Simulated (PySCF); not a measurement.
[CrF5]3- holds Cr(II), d4, at total charge -3. The structure is a PBE0-D3(BJ)/def2-TZVP, IEF-PCM water geometry optimised for multiplicity 5; coordination square pyramidal, point group C4v, metal–donor distances 1.99–2.29 Å.

```
6

Cr    0.000    0.000    0.000
F     1.981    0.000   -0.166
F    -1.981    0.000   -0.166
F     0.000   -1.981   -0.166
F     0.000    1.981   -0.166
F     0.000    0.000    2.293
```

Method (PySCF 2.14, density fitting): CASSCF(4,5) with orbitals averaged over all microstates of the shell, strongly contracted NEVPT2 on the averaged canonical orbitals; basis x2c-TZVPall on the metal, x2c-SVPall elsewhere; spin-free X2C; IEF-PCM water; spin-orbit coupling by state interaction with the mean-field operator over all roots.

**Question.** What is the ground state?

**Answer.** 5B1 (S = 2, orbital degeneracy 1), orbital occupations from the lowest 1.0 1.0 1.0 1.0 0.0, by NEVPT2.

**Question.** Where do the spin-allowed transitions within the shell lie?

**Answer.** By NEVPT2: 5B2 at 13344 cm⁻¹ (749 nm); 5A1 at 16464 cm⁻¹ (607 nm); 5E at 17079 cm⁻¹ (586 nm). The strongest, at 17079 cm⁻¹, has f = 1.4e-06.

**Question.** Which is the lowest state of another spin?

**Answer.** 3B1 at 18509 cm⁻¹ by NEVPT2; CASSCF alone puts it at 19968 cm⁻¹ above the same ground state.

**Question.** Give the fitted ligand-field and repulsion parameters.

**Answer.** At CASSCF level (the NEVPT2 levels don't fit a ligand-field model well): orbital energies 0, 0, 768, 3487, 15604 cm⁻¹; B = 980 cm⁻¹; C = 3699 cm⁻¹; B over its free-ion value at the same level 0.943; rms of the fit 292 cm⁻¹; ζ = 229 cm⁻¹ (free ion 239).

**Question.** What are the magnetic parameters?

**Answer.** The ground multiplet follows a spin Hamiltonian with S = 2, g = 1.970, 1.996, 1.996, D = -1.72 cm⁻¹, E/|D| = 0.00 (spin-orbit part alone); the lowest levels hold 100 % of the spin-free ground state. μeff is 4.88 μB at 300 K and 4.83 μB at 10 K; the spin-only value is 4.90 μB.

No frequencies were computed for the optimised geometry. NEVPT2 lifts 5A1 from 13751 to 16464 cm⁻¹; on the d shell alone such lifts tend to overshoot. Gaps between spin states lean to high spin in this active space.

The job took 10 s on one thread of Arm Neoverse V1 (shared host), with 118 basis functions and a peak of 0.61 GiB, launched as `OMP_NUM_THREADS=1 python lf_run.py task.json out`.
